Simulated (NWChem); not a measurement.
Molecule: C2H7FSi2; SMILES F[C@H]1C[SiH2][SiH2]1

```xyz
12

F      0.6146     1.6630     0.7032
C      0.1804     1.0904    -0.4910
C      1.1296    -0.0643    -0.8399
Si     0.4172    -1.3969     0.3475
Si    -1.3906     0.0421    -0.0433
H      0.1369     1.8903    -1.2495
H      0.9423    -0.3924    -1.8774
H      2.1918     0.2200    -0.7621
H      0.9984    -1.3560     1.7217
H      0.4384    -2.8061    -0.1509
H     -2.1661    -0.3339    -1.2679
H     -2.3060     0.6216     0.9831
```
Atoms are numbered in this order, from 1.

Results from NWChem. Pople sets run with spherical d functions. All runs use the structure optimised with PBE0/def2-SVP. Total energies compare along this basis series because the functional is fixed.

```
level           basis functions  energy (Ha)  highest occupied level (eV)  orbital gap (eV)  dipole (D)  relative time
--------------  ---------------  -----------  ---------------------------  ----------------  ----------  -------------
PBE/STO-3G                   40    -749.5933                        -1.97              5.97        1.05              1
PBE/3-21G                    67    -754.6475                        -6.12              5.50        1.44              2
PBE/6-31G*                   92    -758.6584                        -6.21              5.50        1.42              4
PBE/6-31+G*                 112    -758.6752                        -6.50              5.46        1.67              9
PBE/6-311G**                148    -758.7700                        -6.43              5.49        1.49              8
PBE/6-311++G**              175    -758.7767                        -6.53              5.44        1.66             10
PBE/def2-TZVPD              263    -758.8023                        -6.49              5.40        1.53             60
```

Times are rough ratios from one shared machine.
